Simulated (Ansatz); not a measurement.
Species: H$_{4}$ClGaN$_{2}$, SMILES `[NH2][Ga]([NH2])[Cl]` (charge 0, multiplicity 1), formula H4ClGaN2.

### Question
How many basis functions does frozen-core CCSD(T)/cc-pVTZ // PBE-D3(BJ)/def2-TZVP in Ansatz (a first-principles code) use, how many core orbitals are frozen, and how many electrons are correlated?

### Answer
193 basis functions and 16 frozen orbitals, which leaves 34 correlated electrons (filled d shells below the valence shell are correlated). Core time is of the order of minutes.
